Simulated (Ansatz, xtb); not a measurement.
Relative energy of two isomers of C16H11NS

Structure a: `Cc1cccc2nc3sc4ccccc4c3cc12`, a singlet. Structure b: `Cc1nc2c3ccccc3c3ccccc3c2s1`, a singlet. Both are isolated molecules in the gas phase, relaxed with r2SCAN-D4/def2-SVP.

a (Å):

```tsv
atom	x (Å)	y (Å)	z (Å)
C	-1.0461	2.8028	-1.6023
C	-0.3540	1.6723	-2.3096
C	-0.1726	1.6950	-3.6825
C	0.4776	0.6380	-4.3655
C	0.9544	-0.4563	-3.6769
C	0.7963	-0.5330	-2.2680
C	1.1261	-1.6820	-0.3315
C	1.1078	-2.3026	2.1091
C	1.2103	-2.8431	3.3948
C	0.6816	-2.1221	4.4668
C	0.0586	-0.8796	4.2634
C	-0.0424	-0.3430	2.9814
C	0.4816	-1.0486	1.8866
C	0.4887	-0.6858	0.4846
C	-0.0060	0.4324	-0.1660
C	0.1336	0.5438	-1.5707
N	1.2813	-1.6300	-1.6267
S	1.7068	-3.0484	0.6337
H	-1.9488	2.4583	-1.0700
H	-0.3911	3.2748	-0.8507
H	-1.3537	3.5810	-2.3146
H	-0.5417	2.5526	-4.2537
H	0.5991	0.6976	-5.4511
H	1.4597	-1.2869	-4.1749
H	1.6942	-3.8098	3.5568
H	0.7552	-2.5333	5.4776
H	-0.3493	-0.3310	5.1166
H	-0.5278	0.6249	2.8243
H	-0.5014	1.2247	0.4019
```

b (Å):

```yaml
atoms:
  - { symbol: C, position_ang: [-4.5159, -0.0475, -0.3855] }
  - { symbol: C, position_ang: [-3.0342, -0.1904, -0.3164] }
  - { symbol: C, position_ang: [-0.9039, 0.3348, -0.0442] }
  - { symbol: C, position_ang: [0.2275, 1.1799, 0.2343] }
  - { symbol: C, position_ang: [0.0487, 2.5453, 0.5452] }
  - { symbol: C, position_ang: [1.1413, 3.3538, 0.8122] }
  - { symbol: C, position_ang: [2.4382, 2.8089, 0.7729] }
  - { symbol: C, position_ang: [2.6282, 1.4688, 0.4690] }
  - { symbol: C, position_ang: [1.5374, 0.6117, 0.1904] }
  - { symbol: C, position_ang: [1.7129, -0.8036, -0.1326] }
  - { symbol: C, position_ang: [2.9862, -1.4166, -0.1892] }
  - { symbol: C, position_ang: [3.1379, -2.7606, -0.4971] }
  - { symbol: C, position_ang: [2.0107, -3.5589, -0.7643] }
  - { symbol: C, position_ang: [0.7470, -2.9950, -0.7186] }
  - { symbol: C, position_ang: [0.5729, -1.6269, -0.4068] }
  - { symbol: C, position_ang: [-0.7179, -1.0125, -0.3507] }
  - { symbol: N, position_ang: [-2.2066, 0.7689, -0.0315] }
  - { symbol: S, position_ang: [-2.2653, -1.7529, -0.6324] }
  - { symbol: H, position_ang: [-5.0189, -0.7112, 0.3358] }
  - { symbol: H, position_ang: [-4.7757, 0.9937, -0.1538] }
  - { symbol: H, position_ang: [-4.8985, -0.2973, -1.3881] }
  - { symbol: H, position_ang: [-0.9715, 2.9358, 0.5671] }
  - { symbol: H, position_ang: [0.9974, 4.4111, 1.0527] }
  - { symbol: H, position_ang: [3.3043, 3.4430, 0.9831] }
  - { symbol: H, position_ang: [3.6472, 1.0783, 0.4468] }
  - { symbol: H, position_ang: [3.8802, -0.8240, 0.0131] }
  - { symbol: H, position_ang: [4.1393, -3.1988, -0.5310] }
  - { symbol: H, position_ang: [2.1306, -4.6184, -1.0069] }
  - { symbol: H, position_ang: [-0.1373, -3.6061, -0.9245] }
```

Energies in hartree; the thermal terms are from GFN2-xTB frequencies at re-optimised GFN2-xTB minima (ideal gas, soft modes damped towards free rotors, one conformer each, 298.15 K, 1 atm) and include the zero-point energy:

|  | a | b |
| --- | --- | --- |
| E, PBE0-D4/def2-TZVP | −1068.664414 | −1068.673695 |
| zero-point energy | 0.217166 | 0.217179 |
| H(298 K) − E | 0.232063 | 0.232351 |
| G(298 K) − E | 0.177051 | 0.176253 |

**Question.** Work out ΔE, ΔE₀, ΔH and ΔG for a → b in kJ/mol (1 Eh = 2625.50 kJ/mol) and the equilibrium ratio [b]/[a].

**Answer.** 1. ΔE = −1068.673695 − (−1068.664414) = −0.009281 Eh = −24.37 kJ/mol.
2. ΔE₀ = ΔE + ΔZPE = −0.009281 + (+0.000013) Eh = −24.33 kJ/mol.
3. ΔH = ΔE + (+0.000288) Eh = −23.61 kJ/mol.
4. ΔG = ΔE + (−0.000798) Eh = −26.46 kJ/mol, so ΔS = (ΔH − ΔG)/T = +9.6 J/(mol K).
5. kT = 0.9442 mEh, so K = [b]/[a] = exp(−ΔG/kT) = exp(+10.67) ≈ 4.3 × 10^4.

Structure b is favoured at this temperature. An error of 4 kJ/mol in ΔG would change K by a factor of 5. Mirror images and further conformers aren't counted.

As drawn, both hold the same kinds of bond in the same numbers.

Other levels gave ΔE = −25.1 (GFN2-xTB); −6.4 (HF/STO-3G, GFN2-xTB geometries); −26.7 (r2SCAN-D4/def2-SVP//GFN2-xTB); −27.1 (r2SCAN-D4/def2-SVP) kJ/mol. Programs: Ansatz 0.2.0, xtb 6.7.1.
